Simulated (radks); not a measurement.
The numbers below are computed, except where a source is named.
Task: These are the eigenvalues of the occupied orbitals of an atom or ion with whole-number occupations (eV). Code: a radial shooting solver on a logarithmic mesh with Libxc functionals. Model: non-relativistic Kohn-Sham, LDA (Slater exchange, Perdew-Wang correlation), spin-unpolarised, spherical densities, point nucleus.

orbital  eigenvalue
1s        -38577.88
2s        -8316.432
2p        -8056.329
3s        -3456.209

Which element is it, and in what charge state? The configuration may be excited.

Result: Z = 56, barium, charge +45: Ba45+ in [Ne] 3s1. The list shows which subshells hold electrons but not how many an open one holds; the 1s level, -1417.7 hartree, gives Z - s = 53.2 by -(Z - s)^2/2, which with screening narrows Z to a few neighbours, and the depths of the outer levels then fix element, charge and occupations together.
